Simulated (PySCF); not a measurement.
# PI at PBE

Computed with PBE; basis P def2-SVPD, I def2-SVPD with ECP28; scalar-relativistic core potentials; PySCF 2.14.

- state: ³Σ⁻ (triplet), unpaired electrons π ↑↑
- bond length: 2.412 Å
- harmonic wavenumber: 361 cm⁻¹
- force constant: 1.91 mdyn/Å
- rotational constant Be: 0.1164 cm⁻¹
- anharmonicity ωexe: 1.24 cm⁻¹
- vibration–rotation constant αe: 0.000538 cm⁻¹
- well depth De to P + I: 63.3 kcal/mol
- dissociation energy D0: 62.8 kcal/mol
- bond order (Mayer): 1.57
- dipole moment (positive dipole means P(−)I(+)): 0.11 D

Spin–orbit coupling is left out, which matters for elements this heavy, above all for dissociation energies. The state is the lowest determinant that a PBE0 search found; another state may lie lower at other levels.
